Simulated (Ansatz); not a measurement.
The pair A = HCl (SMILES Cl) (first 2 atoms), B = Br2 (SMILES BrBr); geometry from B3LYP-D3(BJ)/def2-TZVP.
(charge 0, multiplicity 1):
| atom | x (Å) | y (Å) | z (Å) |
|---|---|---|---|
| Cl | -0.0871 | -0.2578 | 0.0788 |
| H | 0.9588 | 0.4857 | 0.0741 |
| Br | 0.0022 | 0.1432 | 5.6232 |
| Br | -0.1102 | -0.0775 | 3.3095 |

Cores are frozen in the correlated methods. Filled d and f shells under p-block atoms count as core. MP2 and its Hartree–Fock in def2-QZVPPD are density fitted.

The values were computed with Ansatz (Gaussian orbitals). 

Total energies (hartree), monomers frozen at their geometry in the pair:

```
structure              HF/def2-QZVPPD  CCSD(T)/def2-TZVPPD  CCSD(T)/def2-QZVPPD
---------------------  --------------  -------------------  -------------------
AB                      -5605.0309293        -5605.5252903        -5605.6913635
A in the pair's basis    -460.1122280         -460.3340695         -460.3651486
B in the pair's basis   -5144.9202598        -5145.1896728        -5145.3239114
A                        -460.1122234         -460.3337411         -460.3650476
B                       -5144.9202507        -5145.1891586        -5145.3237954
```

Task: Work out the interaction energy without and with the counterpoise correction, and the superposition error, for each level.

Result: 
E(AB) − E(A) − E(B), times 627.509 kcal/mol, with the monomers in their own basis and then in the pair's basis:
- HF/def2-QZVPPD: 0.97 uncorrected, 0.98 corrected; the monomers gain 0.01 kcal/mol from borrowed functions
- CCSD(T)/def2-TZVPPD: -1.50 uncorrected, -0.97 corrected; the monomers gain 0.53 kcal/mol from borrowed functions
- CCSD(T)/def2-QZVPPD: -1.58 uncorrected, -1.45 corrected; the monomers gain 0.14 kcal/mol from borrowed functions

Ansatz is a quantum-chemistry and plane-wave program.
